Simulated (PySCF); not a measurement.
## SiOCl₂: from structure and modes to constants

All numbers come from PBE0/[Si def2-TZVP, O def2-TZVP, Cl def2-TZVP], no relativity, density fitting, PySCF.

The singlet minimum has C2v symmetry. Masses (u): Si 27.97693, O 15.99492, Cl 34.96885.

```xyz
4
charge 0 multiplicity 1, angstrom
Si    0.0000    0.0000    0.5075
O     0.0000    0.0000    2.0140
Cl    1.6288    0.0000   -0.6636
Cl   -1.6288    0.0000   -0.6636
```

Harmonic wavenumbers (cm⁻¹): 200.5 (a1, ×1), 270.7 (b2, ×1), 292.2 (b1, ×1), 506.0 (a1, ×1), 646.6 (b2, ×1), 1286.0 (a1, ×1).

(1) Find the principal moments of inertia and the rotational constants. What kind of rotor is it?

(2) Give the standard entropy (298.15 K, 1 bar) by its translational, rotational, vibrational and spin parts, and Cp.

Answers

(1) About the centre of mass I = 102.88, 185.55, 288.43 u Å². With B = 16.8576/I this gives 0.1639, 0.09085, 0.05845 cm⁻¹. The molecule is an asymmetric top with κ = -0.39.

(2) Sackur–Tetrode with M = 113.91 u gives 167.9; rotation with symmetry number 2 gives 107.3; vibration 26.1; spin R ln 1 = 0.0. The total is 301.3 J/(mol K), and Cp = 4 R + 31.7 = 65.0 J/(mol K).

Only a few start shapes were tried, so a lower isomer may exist.
